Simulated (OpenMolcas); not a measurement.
A calculation on Sn I.

```yaml
Program: OpenMolcas
Method: CASSCF
Basis: ANO-RCC-VTZP [7s6p4d2f1g]
Scalar_Hamiltonian: DKH2, point nucleus
Active_space: 4 electrons in 8 orbitals (5s 5p 6s 6p)
State_averaging: 2S+1 = 3 even, 3 roots; 2S+1 = 1 even, 6 roots; 2S+1 = 5 odd, 1 root; 2S+1 = 3 odd, 5 roots
Spin-orbit_coupling: RASSI with atomic mean-field integrals over the reference wave functions, term energies averaged over their components
```

(1) Which level of the active space comes out lowest?

(2) How high does 5s2 5p2 1D2 lie?

(3) How high does 5s2 5p2 1S0 lie?

(4) How high does 5s 5p3 5S* 2 lie?

(5) The level at 2944 cm-1 has J = 2. What is it made of, and what is its g factor?

Measured values: NIST Handbook of Basic Atomic Spectroscopic Data.

## Answers

(1) 5s2 5p2 3P0, with 97 % of that term; it is also the measured ground level.

(2) 9894 cm-1 above the lowest level; measured 8613 cm-1 above the ground level, so the calculation is off by +15 %.

(3) 16218 cm-1 above the lowest level; measured 17162 cm-1 above the ground level, so the calculation is off by -6 %.

(4) 29574 cm-1 above the lowest level; measured 39626 cm-1 above the ground level, so the calculation is off by -25 %.

(5) 96 % 5s2 5p2 3P2, 4 % 5s2 5p2 1D; g = 1.483, against 1.501 from Landé's formula for the pure leading term.

Active for correlation alone: 6p 6s; no level in the range computed is led by a configuration that fills them, so any true level of that kind is missing. Terms of s pⁿ other than that of highest spin mix with s² pⁿ⁻² d, which this space lacks; all of them can be thousands of cm-1 off, and some have no real level of that name. Measured partners are found by configuration, term and J. A level has none where our copy of the source lacks it or the pairing is in doubt (some pairs that miss far off the trend of their configuration count as doubtful), and it then counts in no deviation. Only configurations of the active space appear.

* marks odd parity.
